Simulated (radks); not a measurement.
Question: Coherent X-ray form factor from a spherical all-electron density. Method: non-relativistic Kohn-Sham, PBE, spin-polarised, spherical densities, point nucleus; computed with a radial shooting solver on a logarithmic mesh with Libxc functionals.

sin(theta)/lambda (1/angstrom),f0 (electrons)
0.05,3.715
0.1,3.086
0.15,2.483
0.2,2.070
0.25,1.828
0.3,1.687
0.4,1.513
0.5,1.355
0.6,1.188
0.8,0.870
1,0.619
1.25,0.401
1.5,0.263
2,0.121

The species is in the configuration that NIST lists as its ground one. Which atom or ion scatters so?

Answer: Neutral beryllium, [He] 2s2. Extrapolating in s^2 from the first two rows gives f0(0) = 3.9, near the electron count 4; among species with that count, the fall with angle is slower the higher Z, and the table is that of Z = 4; from so few rows the species is fixed only to a neighbour or two.
